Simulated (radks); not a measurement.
Results of a calculation; reference values are marked as such.
Q: Level of theory: scalar-relativistic Kohn-Sham, LB94 model potential, spin-unpolarised, spherical densities, finite nucleus; Fermi nuclear charge, rms radius of each element as measured or else 0.836 A^(1/3) + 0.57 fm (a radial shooting solver on a logarithmic mesh with Libxc functionals). Response by self-consistent Sternheimer equations with the Hartree and adiabatic LDA kernel, the relativistic mass of each level held fixed and spin-orbit coupling left out. For heavy and open-shell atoms this level of theory can miss by tens of per cent. Rank Si, Se+, H, Ru, Pm, Os3+, Re2+, C (NIST ground configurations) by static dipole polarisability, largest first.

A: Pm 141.7, Ru 43.78, Si 39.33, Se+ 13.74, C 11.97, Re2+ 11.23, Os3+ 6.802, H 6.112 bohr^3.
